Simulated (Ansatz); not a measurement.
```yaml
crystal:
  periodic: [false, false, false]
  atoms:
    - {symbol: Si, position_ang: [-1.749216, -0.032585, 0.068496]}
    - {symbol: O, position_ang: [-0.122769, 0.037633, -0.000707]}
    - {symbol: Al, position_ang: [1.474860, 0.512683, -0.068778]}
    - {symbol: S, position_ang: [3.066885, -0.947539, -0.108119]}
    - {symbol: Cl, position_ang: [1.979671, 2.531337, -0.117370]}
    - {symbol: H, position_ang: [-2.344868, 0.812917, -0.998549]}
    - {symbol: H, position_ang: [-2.188356, -1.438913, -0.123777]}
    - {symbol: H, position_ang: [-2.220858, 0.447499, 1.393365]}
    - {symbol: H, position_ang: [2.193151, -1.969334, -0.061661]}
basis:
  gaussian: {orbitals: x2c-TZVPPall, point_charges: [{charge: 1.00, position_ang: [7.385, -0.449, 0.298]}]}
hamiltonian: {xc: {name: HF}}
correlation: {active_space: {window: {electrons: 3, orbitals: 2}}}
```

```sh
$ ansatz run in.yaml --threads 4 --pin off --events-out ev --progress --plain --max-ram 10444MiB
```

It prints (some lines left out):

```
Functional definition: HF
1498 factors; integrals over basis functions are off by at most 1.3e-3 eV
mean field evaluation 1: about -39968.9552 eV, gradient 4.2e1 eV
mean field evaluation 2: about -39969.2264 eV, gradient 4.3e1 eV
mean field evaluation 4: about -39973.0143 eV, gradient 3.7e0 eV
mean field evaluation 8: about -39973.0938 eV, gradient 3.2e-1 eV
mean field evaluation 16: about -39973.0945 eV, gradient 2.7e-6 eV
mean field -39973.09454011 eV, -1468.9841296123 hartree, gradient 2.7e-6 eV, S^2 0.000000; 0 other end points of the search recorded, 0 dependent functions left out
reference -39973.09454011 eV, -1468.9841296123 hartree; 36, 36 occupied and 219, 219 virtual orbitals, 1498 factors
Error: 3 electrons in 2 orbitals form no window around the highest filled level of the reference
```

**Question.** What is wrong with this run?

**Answer.** The active space doesn't fit the electrons. The run stopped with an error.
